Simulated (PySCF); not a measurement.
Geometry:
| atom | x (Å) | y (Å) | z (Å) |
| --- | --- | --- | --- |
| C1 | 3.058 | 0.284 | 0.223 |
| C2 | 1.824 | 0.407 | 0.735 |
| C3 | 0.633 | -0.054 | 0.067 |
| F4 | 0.801 | -0.637 | -1.124 |
| C5 | -0.633 | 0.052 | 0.541 |
| F6 | -0.800 | 0.635 | 1.732 |
| C7 | -1.825 | -0.409 | -0.126 |
| C8 | -3.058 | -0.285 | 0.388 |
| H9 | 3.221 | -0.183 | -0.752 |
| H10 | 3.931 | 0.648 | 0.767 |
| H11 | 1.660 | 0.874 | 1.709 |
| H12 | -1.662 | -0.878 | -1.099 |
| H13 | -3.931 | -0.651 | -0.155 |
| H14 | -3.221 | 0.183 | 1.362 |

- B3LYP/pcSseg-1 with gauge-including orbitals
- structure optimised with PBE0-D3(BJ)/def2-SVP
- run in PySCF 2.14
- isolated molecule, non-relativistic Hamiltonian, fast rotation and ring inversion assumed for equivalent nuclei, single conformer

References, each an isolated molecule treated in the same way: TMS for ¹³C (179.24 ppm) and ¹H (31.38 ppm); ¹⁹F (171.94 ppm) vs CFCl3.

```
  atoms  nucleus  count  δ (ppm)
H11/H12       ¹H      2     6.64
 H9/H14       ¹H      2     5.74
  C1/C8      ¹³C      2        ?
  C2/C7      ¹³C      2    130.5
  F4/F6      ¹⁹F      2   -172.1
H10/H13       ¹H      2     5.45
  C3/C5      ¹³C      2        ?
```

Task: Complete the table.

Result: 
- C3/C5: 156.7 ppm, fully substituted alkene carbon; as expected for a trigonal carbon in a double bond
- C1/C8: 121.7 ppm, terminal =CH2 carbon; an sp2 carbon of a C=C bond

Shifts are as computed. Against solution values, carbons near 30 ppm lie about +2 ppm off and those near 130 ppm about +6 ppm. Of 1211 compounds with measured shifts, 218 miss one by over three times the rms of a fit or turn the order of signals round; such compounds aren't used in these exercises. Unscaled 19F shifts against computed CFCl3 carry errors that often reach 10 to 50 ppm.
